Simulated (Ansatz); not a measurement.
The cluster Hf₂Te₃. The state is a singlet with charge 0. Geometry PBE0-D4/def2-SVP.

| atom | x (Å) | y (Å) | z (Å) |
| --- | --- | --- | --- |
| Hf1 | -0.339 | -1.335 | 0.395 |
| Hf2 | 0.837 | 0.922 | 0.711 |
| Te3 | -1.457 | 0.449 | 2.200 |
| Te4 | -0.747 | 0.624 | -1.693 |
| Te5 | 1.706 | -0.659 | -1.614 |

In the def2 sets Hf, Te take a core potential; there is no spin–orbit coupling. B3LYP takes the VWN-RPA correlation. The restricted singlet is unstable towards broken spin symmetry at other levels; at PBE-D4/def2-SVP, PBE-D4/def2-TZVP, r2SCAN-D4/def2-TZVP, B3LYP-D4/def2-TZVP and others this wasn't settled. Another isomer (singlet) lies 2.38 eV lower at PBE0-D4/def2-TZVP; other spin states weren't run for this one.

Problem. Estimate the orbital energies around the gap (eV) in Ansatz with PBE-D4/def2-SVP, PBE-D4/def2-TZVP, r2SCAN-D4/def2-TZVP, B3LYP-D4/def2-TZVP, PBE0-D4/def2-SVP.

Solution. 
```json
{"orbital": "HOMO−13", "PBE-D4/def2-SVP": "-32.09", "PBE-D4/def2-TZVP": "-32.07", "r2SCAN-D4/def2-TZVP": "-33.23", "B3LYP-D4/def2-TZVP": "-34.32", "PBE0-D4/def2-SVP": "-34.73"}
{"orbital": "HOMO−12", "PBE-D4/def2-SVP": "-16.60", "PBE-D4/def2-TZVP": "-16.46", "r2SCAN-D4/def2-TZVP": "-17.08", "B3LYP-D4/def2-TZVP": "-17.94", "PBE0-D4/def2-SVP": "-18.49"}
{"orbital": "HOMO−11", "PBE-D4/def2-SVP": "-14.46", "PBE-D4/def2-TZVP": "-14.40", "r2SCAN-D4/def2-TZVP": "-14.83", "B3LYP-D4/def2-TZVP": "-15.70", "PBE0-D4/def2-SVP": "-16.09"}
{"orbital": "HOMO−10", "PBE-D4/def2-SVP": "-14.30", "PBE-D4/def2-TZVP": "-14.23", "r2SCAN-D4/def2-TZVP": "-14.69", "B3LYP-D4/def2-TZVP": "-15.53", "PBE0-D4/def2-SVP": "-15.90"}
{"orbital": "HOMO−9", "PBE-D4/def2-SVP": "-8.26", "PBE-D4/def2-TZVP": "-8.16", "r2SCAN-D4/def2-TZVP": "-8.46", "B3LYP-D4/def2-TZVP": "-8.90", "PBE0-D4/def2-SVP": "-9.29"}
{"orbital": "HOMO−8", "PBE-D4/def2-SVP": "-7.72", "PBE-D4/def2-TZVP": "-7.64", "r2SCAN-D4/def2-TZVP": "-7.90", "B3LYP-D4/def2-TZVP": "-8.34", "PBE0-D4/def2-SVP": "-8.72"}
{"orbital": "HOMO−7", "PBE-D4/def2-SVP": "-7.45", "PBE-D4/def2-TZVP": "-7.40", "r2SCAN-D4/def2-TZVP": "-7.69", "B3LYP-D4/def2-TZVP": "-8.20", "PBE0-D4/def2-SVP": "-8.58"}
{"orbital": "HOMO−6", "PBE-D4/def2-SVP": "-6.66", "PBE-D4/def2-TZVP": "-6.60", "r2SCAN-D4/def2-TZVP": "-6.79", "B3LYP-D4/def2-TZVP": "-7.25", "PBE0-D4/def2-SVP": "-7.58"}
{"orbital": "HOMO−5", "PBE-D4/def2-SVP": "-6.40", "PBE-D4/def2-TZVP": "-6.34", "r2SCAN-D4/def2-TZVP": "-6.54", "B3LYP-D4/def2-TZVP": "-7.02", "PBE0-D4/def2-SVP": "-7.35"}
{"orbital": "HOMO−4", "PBE-D4/def2-SVP": "-6.00", "PBE-D4/def2-TZVP": "-5.96", "r2SCAN-D4/def2-TZVP": "-6.16", "B3LYP-D4/def2-TZVP": "-6.63", "PBE0-D4/def2-SVP": "-6.91"}
{"orbital": "HOMO−3", "PBE-D4/def2-SVP": "-5.52", "PBE-D4/def2-TZVP": "-5.49", "r2SCAN-D4/def2-TZVP": "-5.72", "B3LYP-D4/def2-TZVP": "-6.18", "PBE0-D4/def2-SVP": "-6.45"}
{"orbital": "HOMO−2", "PBE-D4/def2-SVP": "-5.40", "PBE-D4/def2-TZVP": "-5.35", "r2SCAN-D4/def2-TZVP": "-5.49", "B3LYP-D4/def2-TZVP": "-5.92", "PBE0-D4/def2-SVP": "-6.18"}
{"orbital": "HOMO−1", "PBE-D4/def2-SVP": "-4.24", "PBE-D4/def2-TZVP": "-4.19", "r2SCAN-D4/def2-TZVP": "-4.36", "B3LYP-D4/def2-TZVP": "-4.83", "PBE0-D4/def2-SVP": "-5.03"}
{"orbital": "HOMO", "PBE-D4/def2-SVP": "-3.67", "PBE-D4/def2-TZVP": "-3.62", "r2SCAN-D4/def2-TZVP": "-3.76", "B3LYP-D4/def2-TZVP": "-4.28", "PBE0-D4/def2-SVP": "-4.48"}
{"orbital": "LUMO", "PBE-D4/def2-SVP": "-3.38", "PBE-D4/def2-TZVP": "-3.32", "r2SCAN-D4/def2-TZVP": "-3.24", "B3LYP-D4/def2-TZVP": "-2.78", "PBE0-D4/def2-SVP": "-2.69"}
{"orbital": "LUMO+1", "PBE-D4/def2-SVP": "-2.64", "PBE-D4/def2-TZVP": "-2.67", "r2SCAN-D4/def2-TZVP": "-2.54", "B3LYP-D4/def2-TZVP": "-2.36", "PBE0-D4/def2-SVP": "-2.13"}
{"orbital": "LUMO+2", "PBE-D4/def2-SVP": "-2.60", "PBE-D4/def2-TZVP": "-2.60", "r2SCAN-D4/def2-TZVP": "-2.39", "B3LYP-D4/def2-TZVP": "-2.03", "PBE0-D4/def2-SVP": "-1.87"}
{"orbital": "LUMO+3", "PBE-D4/def2-SVP": "-2.30", "PBE-D4/def2-TZVP": "-2.30", "r2SCAN-D4/def2-TZVP": "-2.10", "B3LYP-D4/def2-TZVP": "-1.79", "PBE0-D4/def2-SVP": "-1.59"}
{"orbital": "LUMO+4", "PBE-D4/def2-SVP": "-2.15", "PBE-D4/def2-TZVP": "-2.12", "r2SCAN-D4/def2-TZVP": "-1.87", "B3LYP-D4/def2-TZVP": "-1.48", "PBE0-D4/def2-SVP": "-1.34"}
{"orbital": "LUMO+5", "PBE-D4/def2-SVP": "-1.92", "PBE-D4/def2-TZVP": "-1.96", "r2SCAN-D4/def2-TZVP": "-1.74", "B3LYP-D4/def2-TZVP": "-1.41", "PBE0-D4/def2-SVP": "-1.25"}
```
